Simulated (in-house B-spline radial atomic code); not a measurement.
Inner levels of zinc as electrons are removed. A shift is the extra binding of the orbital against the neutral atom ([Ar] 3d10 4s2). Computed with a radial B-spline atomic code at the basis-set limit: non-relativistic Hartree-Fock, average of the configuration, point nuclei.

| ion | configuration | shift of 3s (eV) | shift of 3d (eV) | shift of 2s (eV) | radius of 3s (bohr) | radius of 3d (bohr) | radius of 2s (bohr) | Σ<r²> (bohr²) | change of density at nucleus (bohr⁻³) |
| --- | --- | --- | --- | --- | --- | --- | --- | --- | --- |
| Zn | [Ar] 3d10 4s2 | 0 | 0 | 0 | 0.69059 | 0.87487 | 0.22877 | 34.979 | - |
| Zn+ | [Ar] 3d10 4s1 | 9.2175 | 9.3113 | 9.1697 | 0.69114 | 0.86833 | 0.22878 | 22.569 | -3.4931 |
| Zn2+ | [Ar] 3d10 | 20.206 | 20.446 | 20.128 | 0.69172 | 0.85906 | 0.22879 | 14.721 | -10.095 |
| Zn3+ | [Ar] 3d9 | 41.704 | 41.951 | 42.997 | 0.68665 | 0.80648 | 0.22879 | 12.453 | -7.2572 |
| Zn4+ | [Ar] 3d8 | 65.619 | 65.929 | 69.226 | 0.68033 | 0.76406 | 0.22877 | 10.729 | -3.2202 |
| Zn5+ | [Ar] 3d7 | 91.595 | 92.125 | 98.511 | 0.6731 | 0.72844 | 0.22873 | 9.3439 | 1.9631 |
| Zn6+ | [Ar] 3d6 | 119.4 | 120.37 | 130.65 | 0.66521 | 0.6977 | 0.22866 | 8.1925 | 8.2452 |
| Zn7+ | [Ar] 3d5 | 148.87 | 150.56 | 165.49 | 0.65687 | 0.67063 | 0.22857 | 7.2122 | 15.587 |
| Zn8+ | [Ar] 3d4 | 179.9 | 182.6 | 202.92 | 0.64824 | 0.64644 | 0.22844 | 6.3635 | 23.959 |
